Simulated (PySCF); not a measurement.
CH5ClFNSi, SMILES C[Si@@](N)(F)Cl.

The structure is a stationary point at r2SCAN-D4/def2-SVP. The structure was generated by enumeration; whether it is a known compound was not checked. One conformer was computed; it need not be the lowest.

Level of theory: TDA-CAM-B3LYP/def2-SVPD (PySCF).

Vertical excitations. 

```tsv
state	energy (eV)	λ (nm)	f	main pairs
S1	7.13	174	0.039	HOMO→LUMO 83 %
S2	8.25	150	0.013	HOMO→LUMO+1 27 %, HOMO→LUMO+2 22 %, HOMO→LUMO+7 13 %, HOMO→LUMO+3 13 %
S3	8.49	146	0.120	HOMO−1→LUMO 75 %
S4	8.60	144	0.031	HOMO−2→LUMO 35 %, HOMO→LUMO+4 20 %, HOMO→LUMO+3 15 %, HOMO−2→LUMO+2 8 %
S5	8.73	142	0.014	HOMO→LUMO+2 44 %, HOMO→LUMO+1 20 %
S6	9.00	138	0.028	HOMO−2→LUMO 24 %, HOMO→LUMO+1 23 %, HOMO→LUMO+4 12 %, HOMO→LUMO+3 8 %
S7	9.04	137	0.013	HOMO−1→LUMO+2 33 %, HOMO−3→LUMO 25 %, HOMO−1→LUMO 12 %, HOMO−1→LUMO+1 9 %
S8	9.38	132	0.010	HOMO−2→LUMO+1 20 %, HOMO−2→LUMO+2 15 %, HOMO−2→LUMO+3 12 %, HOMO−2→LUMO 11 %
S9	9.46	131	0.071	HOMO−3→LUMO 26 %, HOMO−1→LUMO+1 13 %, HOMO→LUMO+3 9 %, HOMO−1→LUMO+3 6 %
S10	9.54	130	0.089	HOMO−3→LUMO 26 %, HOMO→LUMO+3 12 %, HOMO→LUMO+5 8 %, HOMO→LUMO+8 6 %
T1	6.70	185	0	HOMO→LUMO 76 %, HOMO→LUMO+1 16 %
T2	7.97	155	0	HOMO→LUMO+1 22 %, HOMO→LUMO+2 18 %, HOMO→LUMO+3 14 %, HOMO→LUMO+7 10 %
T3	8.11	153	0	HOMO−1→LUMO 54 %, HOMO−1→LUMO+2 18 %, HOMO−1→LUMO+1 13 %
T4	8.29	150	0	HOMO−2→LUMO 25 %, HOMO→LUMO+3 21 %, HOMO→LUMO+4 15 %, HOMO−2→LUMO+2 13 %
```
Triplets are in the Tamm–Dancoff approximation.
